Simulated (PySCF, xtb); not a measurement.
SbCl4, SMILES [Cl][Sb+]([Cl])([Cl])[Cl], charge +1.

GFN2-xTB (xtb 6.7.1) at its own geometry gives an orbital gap of 3.82 eV.

Coordinates come from a r2SCAN-D4/def2-SVP optimisation. The multiplicity is an assumed one; no other spin state was optimised. The isomer is the one that the SMILES or the coordinates give; other isomers of the formula were not compared. The def2 effective core potentials stand for the cores of Sb; spin–orbit coupling is left out.

### Question
What does ωB97X/def2-TZVP (PySCF) give? (Estimate from the structure and the level; the computed values follow.)

### Answer
gap 9.77 eV (levels -17.55 and -7.78 eV).
